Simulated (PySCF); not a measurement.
Cl3Ge, SMILES [Cl][Ge]([Cl])[Cl], doublet, B3LYP/def2-SVP optimised geometry.

```
4

Cl     1.45    -1.04     0.00
Ge    -0.74    -1.04     0.00
Cl    -1.45    -2.02    -1.83
Cl    -1.45     1.04     0.00
```

Density from unrestricted B3LYP/def2-TZVP run with PySCF at that geometry.

Minimum of the electron density along straight lines between bonded atoms, close to the bond critical point (lines longer than 1.1 times the sum of covalent radii, or with two minima, are not listed):

```csv
bond,length / Å,ρ at the minimum / e bohr⁻³,∇²ρ there / e bohr⁻⁵,position (fraction from the first atom)
Cl1–Ge2,2.189,0.099,0.12,0.56
Ge2–Cl3,2.189,0.099,0.12,0.44
Ge2–Cl4,2.189,0.099,0.12,0.44
```
